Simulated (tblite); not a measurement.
**Question.** Give a GFN2-xTB geometry of `C=N[C@H]1[CH]OC(=O)OC1` [radical]. (Doublet state.)

**Answer.** 
```
atom  x, y, z in Å
C1     2.647    0.378   -0.270
N2     1.567    0.023   -0.796
C3     0.338    0.112   -0.062
C4    -0.542    1.136   -0.680
O5    -1.885    0.985   -0.666
C6    -2.498   -0.048   -0.051
O7    -3.672   -0.012    0.167
O8    -1.746   -1.099    0.307
C9    -0.425   -1.220   -0.188
H10    3.547    0.307   -0.860
H11    2.744    0.755    0.753
H12    0.504    0.332    1.015
H13   -0.189    1.888   -1.360
H14   -0.436   -1.519   -1.243
H15    0.041   -2.009    0.405
```

Orientation and origin are arbitrary. Atoms count from 1 in this order. N2 (nitrogen bonded to 2 C) is bent (angle 120.4°). C6 (carbon bonded to 3 O) is planar (angles 121.7°, 120.4° and 117.9°, sum 360.0°, 0.00 Å off the plane of its three neighbours). O5 (oxygen bonded to 2 C) is bent (angle 122.8°). Of the pairs four or more bonds apart, H11···H12 is among the closest relative to their van der Waals radii: 2.29 Å, 96 % of the sum of Bondi's values.

Bonds between heavy atoms (Å): C1=N2 1.252, N2–C3 1.434, C3–C4 1.485, C4–O5 1.351, O5–C6 1.349, C6=O7 1.195, C6–O8 1.341, O8–C9 1.416, C3–C9 1.541.

The geometry is computed with GFN2-xTB (gas phase). This method treats the open shell by occupation alone, without spin polarisation.

Point group: C1 (no symmetry element, even within 0.4 Å). Its GFN2-xTB frequencies are all real (lowest 49 cm⁻¹). Torsions: C1–N2–C3–C4 113°, N2–C3–C4–O5 147°, C3–C4–O5–C6 3°, C4–O5–C6–O7 165°, O5–C6–O8–C9 -12°.

Time: 0.67 s wall. Hardware: one thread of an Arm Neoverse V1 (shared host). That covers the optimisation of the geometry.

One conformer stands for the species.
